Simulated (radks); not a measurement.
The numbers below are computed, except where a source is named.
Cl2+, 15 electrons, occupied as [Ne] 3s2 3p3 (the NIST ground configuration).

Code: a radial shooting solver on a logarithmic mesh with Libxc functionals. Model: non-relativistic Kohn-Sham, PBE, spin-unpolarised, spherical densities, point nucleus; hard spherical wall at 8 bohr.

Energy parts (eV):
total: -12476.870
kinetic: 12463.003
electron-nucleus: -29295.687
Hartree: 5095.340
exchange-correlation: -739.526

Orbitals (lengths in bohr, moments of r in powers of bohr; <r^-3> diverges for s and p1/2; r(90%) holds 90 % of the orbital's charge):
orbital,occ.,eigenvalue (eV),r(90%),<r^4>,<r^-3>,<r>
1s,2,-2769.163,0.163,0.0003246,-,0.09141
2s,2,-278.8512,0.697,0.1003,-,0.4459
2p,6,-219.5359,0.675,0.09052,101.2,0.4069
3s,2,-44.7200,2.16,9.248,-,1.447
3p,3,-31.6918,2.45,15.22,9.740,1.603
3d,0,-14.0101,3.53,62.13,0.5036,2.166
4s,0,-12.3864,5.16,294.0,-,3.623
4p,0,-9.1719,5.65,421.9,1.963,3.998

The highest occupied level is 3p at -31.692 eV. The electron density at the nucleus is 3229 e/bohr^3.
